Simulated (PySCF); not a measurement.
```xyz
10

N      1.2617    -0.6603    -0.1223
B      0.0000    -0.0001    -0.0007
N     -1.2119    -0.7513    -0.1019
N     -0.0502     1.4102     0.2210
H      1.3516    -1.6557    -0.2105
H      2.1390    -0.1936     0.0160
H     -1.2313    -1.7265    -0.3370
H     -2.1199    -0.3244    -0.1088
H      0.7686     1.9807     0.3231
H     -0.9075     1.9211     0.3211
```

Charge 0, multiplicity 1.

Problem. Give the Mulliken and meta-Löwdin atomic charges from M06-2X/def2-TZVP // B3LYP-D3(BJ)/def2-TZVP (PySCF 2.14.0).

Solution. 
| atom | Mulliken (e) | meta-Löwdin (e) |
|---|---|---|
| N1 | -0.64 | -0.55 |
| B2 | 0.53 | 0.27 |
| N3 | -0.64 | -0.55 |
| N4 | -0.64 | -0.55 |
| H5 | 0.23 | 0.23 |
| H6 | 0.23 | 0.23 |
| H7 | 0.23 | 0.23 |
| H8 | 0.23 | 0.23 |
| H9 | 0.23 | 0.23 |
| H10 | 0.23 | 0.23 |
